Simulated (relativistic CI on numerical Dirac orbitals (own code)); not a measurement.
# Level scheme of Mn¹⁴⁺

These numbers are calculated, not measured: Dirac-Coulomb-Breit CI, separate exchange-only KLI orbitals for each configuration, QED by a radiative potential, unscaled Slater integrals (own radial code, finite nucleus).

Configurations in the expansion (outside the closed core [Ne]): 3s, 3p, 3d, 4s, 4p, 4d, 4f, 5s, 5p, 5d, 5f, 5g, 6s, 6p, 6d, 7s, 7p. Levels of other configurations are missing.

The lowest level is 3s ²S1/2, with 100 % of that term; Hund's rules for 3s give ²S with J = 1/2, in agreement.

```tsv
No.	Configuration	Term	J	E (cm⁻¹)	%	Landé g	Lifetime (s)
1	3s	²S	1/2	0	100	2.001	
2	3p	²P°	1/2	260499	100	0.665	1.69e-10
3	3p	²P°	3/2	277527	100	1.333	1.39e-10
4	3d	²D	3/2	632485	100	0.799	5.96e-11
5	3d	²D	5/2	634622	100	1.200	6.57e-11
6	4s	²S	1/2	1664429	100	2.002	3.98e-12
7	4p	²P°	1/2	1767326	100	0.665	4.83e-12
8	4p	²P°	3/2	1773923	100	1.334	5.09e-12
9	4d	²D	3/2	1903854	100	0.799	3.24e-12
10	4d	²D	5/2	1904844	100	1.200	3.20e-12
11	4f	²F°	5/2	1957546	100	0.856	1.29e-12
12	4f	²F°	7/2	1957919	100	1.143	1.29e-12
13	5s	²S	1/2	2370478	100	2.002	5.09e-12
14	5p	²P°	1/2	2421096	100	0.666	5.86e-12
15	5p	²P°	3/2	2424341	100	1.334	6.13e-12
16	5d	²D	3/2	2486931	100	0.799	4.06e-12
17	5d	²D	5/2	2487460	100	1.200	4.04e-12
18	5f	²F°	5/2	2514141	100	0.857	2.36e-12
19	5f	²F°	7/2	2514330	100	1.143	2.37e-12
20	5g	²G	7/2	2516482	100	0.888	4.61e-12
21	5g	²G	9/2	2516601	100	1.111	4.61e-12
22	6s	²S	1/2	2735793	100	2.002	7.22e-12
23	6p	²P°	1/2	2764313	100	0.666	8.02e-12
24	6p	²P°	3/2	2766147	100	1.334	8.36e-12
25	6d	²D	3/2	2801152	100	0.799	5.75e-12
26	6d	²D	5/2	2801465	100	1.200	5.73e-12
27	7s	²S	1/2	2949181	100	2.002	1.00e-11
28	7p	²P°	1/2	2966799	100	0.666	1.16e-11
29	7p	²P°	3/2	2967935	100	1.334	1.20e-11
```

Energies count from the lowest computed level; ° marks odd parity; lifetimes are radiative, by E1, M1, E2, M2 decay to levels of this space only.

The mean weight of the leading LS term, summed over parents, in these 29 levels is 100 %, and that of the leading jj configuration (from the same eigenvectors) 100 %.

At this charge energies of transitions that change n are usually good to better than 1 %, and those within a shell (Δn = 0) to a few per cent.
